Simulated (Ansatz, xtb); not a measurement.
**BrFGeH4OSi: which of two isomers lies lower**

Structure I is `[F][GeH2][O][SiH2]Br`, a singlet and structure II is `F[SiH2][O][GeH2][Br]`, a singlet. Both are isolated molecules in the gas phase, relaxed with PBE0-D3(BJ)/pcseg-1; each stands in its lowest conformer found.

Task: Estimate which is lower in electronic energy at CCSD(T)/def2-SVP + ΔMP2/def2-TZVPP, and by roughly how much.

Result: The CCSD(T)/def2-SVP + ΔMP2/def2-TZVPP calculation puts structure II lower, by 15.5 kcal/mol.

How the difference moves with the method:

```json
{"level": "PBE0-D3(BJ)/pcseg-1", "geometry": "PBE0-D3(BJ)/pcseg-1", "E(II) − E(I) (kcal/mol)": "−13.4", "departure from the last row (kcal/mol)": "+2.2", "job, with rough time for the two": "optimisation, 1.9 min"}
{"level": "HF/def2-SVP", "geometry": "PBE0-D3(BJ)/pcseg-1", "E(II) − E(I) (kcal/mol)": "−14.3", "departure from the last row (kcal/mol)": "+1.3", "job, with rough time for the two": "part of the CCSD(T) run"}
{"level": "MP2/def2-SVP", "geometry": "PBE0-D3(BJ)/pcseg-1", "E(II) − E(I) (kcal/mol)": "−13.1", "departure from the last row (kcal/mol)": "+2.5", "job, with rough time for the two": "part of the CCSD(T) run"}
{"level": "CCSD(T)/def2-SVP", "geometry": "PBE0-D3(BJ)/pcseg-1", "E(II) − E(I) (kcal/mol)": "−13.1", "departure from the last row (kcal/mol)": "+2.4", "job, with rough time for the two": "single point"}
{"level": "CCSD(T)/def2-SVP + ΔMP2/def2-TZVPP", "geometry": "PBE0-D3(BJ)/pcseg-1", "E(II) − E(I) (kcal/mol)": "−15.5", "departure from the last row (kcal/mol)": "", "job, with rough time for the two": "single point, 51 s"}
```

As drawn, II has 1 F–Si, 1 Br–Ge in place of 1 F–Ge, 1 Br–Si.

The levels shown agree on the order. The largest departure from CCSD(T)/def2-SVP + ΔMP2/def2-TZVPP is that of MP2/def2-SVP, 2.5 kcal/mol. Levels run at GFN2-xTB geometries aren't shown. The last row adds to CCSD(T) the change of the MP2 difference between the two basis sets, here −2.4 kcal/mol.

With harmonic frequencies from PBE0-D3(BJ)/pcseg-1 (ideal gas, rigid rotor, one conformer each, 298.15 K, 1 atm): on the last row, ΔE + ΔZPE = −15.3 kcal/mol. A mode under 50 cm⁻¹ makes harmonic enthalpies and free energies unreliable, so none is given.

The correlated steps freeze 25 core orbitals; the filled d shell of Br and Ge is correlated, in a basis made for valence electrons. Run with Ansatz 0.2.0; the last row on 2 threads of Intel(R) Xeon(R) 6975P-C (Granite Rapids) on a shared host.
